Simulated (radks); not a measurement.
Results of a calculation; reference values are marked as such.
Q: Valence configurations of neutral titanium (all share [Ar]). Code: a radial shooting solver on a logarithmic mesh with Libxc functionals. Model: Dirac Kohn-Sham, PBE, spin-unpolarised, spherical densities, finite nucleus; open shells fill j = l - 1/2 first; Fermi nuclear charge, rms radius 3.5921 fm. Order these by energy: 3d1.5 4s1 4p1.5; 3d2.5 4p1.5; 3d3 4p1; 3d2 4s2; 3d3 4s1; 3d1.5 4p2.5; 3d0.5 4s1 4p2.5; 3d2 4s1 4p1; 3d1.5 4s2 4p0.5; 3d0.5 4s2 4p1.5.

A: From the lowest, in eV above it: 3d2 4s2 0.000; 3d3 4s1 1.094; 3d1.5 4s2 4p0.5 1.836; 3d2 4s1 4p1 3.054; 3d3 4p1 3.753; 3d2.5 4p1.5 4.650; 3d1.5 4s1 4p1.5 5.204; 3d0.5 4s2 4p1.5 8.624; 3d1.5 4p2.5 8.713; 3d0.5 4s1 4p2.5 12.653. NIST lists [Ar] 3d2 4s2 as the ground configuration; this level of theory agrees among the configurations tried. The energies are those of spherical spin-averaged densities, not of single terms.
